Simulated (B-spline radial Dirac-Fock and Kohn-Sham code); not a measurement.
Model: the Dirac equation of a negative muon with reduced mass in the field of a spherical finite nucleus, with the Uehling potential to all orders; nuclear polarisation, deformation, hyperfine structure, self-energy, higher-order vacuum polarisation, relativistic recoil and electron screening are left out. Program: a B-spline atomic structure program. The nuclear charge is a Fermi distribution (skin thickness 2.3 fm).

Question: A muonic atom of atomic mass 182.96 u emits these computed lines: 2p3/2 → 1s1/2 5705 keV, 3d5/2 → 2p3/2 2288 keV, 4f7/2 → 3d5/2 847.9 keV, 5g9/2 → 4f7/2 389.9 keV. Which element is it, and what rms charge radius was used?

Answer: Platinum (Z = 78, nuclide ¹⁸³Pt); the high transitions hardly feel the nucleus and fix Z. The 2p → 1s line lies 8703 keV below the value for a point nucleus without QED, which for this nuclear model gives a radius near 5.40 fm (5.4038 fm was used).
